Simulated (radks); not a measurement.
Valence configurations of neutral palladium (all share [Kr]). Method: scalar-relativistic Kohn-Sham, PBEsol, spin-unpolarised, spherical densities, finite nucleus; Fermi nuclear charge, rms radius 4.5318 fm; computed with a radial shooting solver on a logarithmic mesh with Libxc functionals. Energies are relative to 4d10; eigenvalues in eV.

valence          E (eV)    e(4d)   e(5p)    e(5s)
4d10              0.000   -4.051       -        -
4d9.5 5s0.5       0.559   -5.324       -   -3.829
4d9 5s1           1.511   -6.699       -   -4.376
4d8 5s2           4.756   -9.694       -   -5.480
4d9 5p1           5.312   -8.553  -1.691        -
4d8 5s1 5p1       9.135  -11.391  -2.092   -6.607
4d8 5p2          13.769  -12.846  -2.765        -
4d7 5s1 5p2      20.147  -15.924  -3.178   -8.461
4d5.5 5s1 5p3.5  43.269  -22.754  -4.636  -10.958
4d5 5s1 5p4      52.785  -25.051  -5.099  -11.745

NIST lists [Kr] 4d10 as the ground configuration; this level of theory agrees among the configurations tried. The energies are those of spherical spin-averaged densities, not of single terms.
